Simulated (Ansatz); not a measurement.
`N=C(F)[SiH2][GeH3]` → `N=[C](F)[GeH3]` + `[SiH2]` at 700 K and 1 bar (silylene formation by 1,1-elimination).

Program: Ansatz. Geometries: PBE0-D4/def2-TZVP. ΔE: electronic, gas phase. CBS: MP2 limit from def2 TZ/QZ plus the TZ coupled-cluster correction, frozen cores. This one scheme is used for every species. For Ge outer-core shells are correlated without core-valence functions, which leaves a few kJ/mol of doubt a bond. Scalar relativity is left out up to krypton. One conformer a species, not always the lowest.

```
             species  CCSD(T)/CBS energy (Eh)  H − E (kJ/mol)  S (J/(mol·K))
`N=C(F)[SiH2][GeH3]`              -2561.31805           257.1          516.0
    `N=[C](F)[GeH3]`              -2271.02746           185.2          412.3
            `[SiH2]`               -290.19011            56.3          240.4
```

H − E and S are ideal-gas, rigid-rotor, harmonic terms from PBE0-D4/def2-TZVP, for one conformer and one mirror image of each species. 1 Eh = 2625.50 kJ/mol, R = 8.31446 J/(mol·K).

Question: By hand: ΔE, ΔH, ΔS and ΔG.

Answer: ΔE = (-2271.02746) + (-290.19011) − (-2561.31805) = 0.10048 Eh = 263.8 kJ/mol. Δ(H − E) = 185.2 + 56.3 − 257.1 = -15.6, so ΔH = 248.2 kJ/mol. ΔS = 412.3 + 240.4 − 516.0 = 136.7 J/(mol·K). ΔG = 248.2 − 700 × (136.7)/1000 = 152.5 kJ/mol.

Question: By hand: the equilibrium constant, and the temperature at which ΔG would vanish if ΔH and ΔS stayed fixed.

Answer: log₁₀ K = −ΔG/(RT ln 10) = -11.4. ΔG = 0 at ΔH/ΔS = 1816 K.

The number of gas molecules changes by +1, which sets the sign of ΔS. A doubt of 5 kJ/mol in ΔE shifts log₁₀ K by 0.4 here. Other conformers and mirror images would add mixing entropy, several J/(mol·K) or more a flexible species. Modes under 60 cm⁻¹, often nearly free rotors, make the harmonic entropy too high. These are equilibria of isolated gas molecules and say nothing of rates. Largest T1 diagnostic: 0.014 (customary marks: 0.02 for closed shells, 0.045 for open ones).
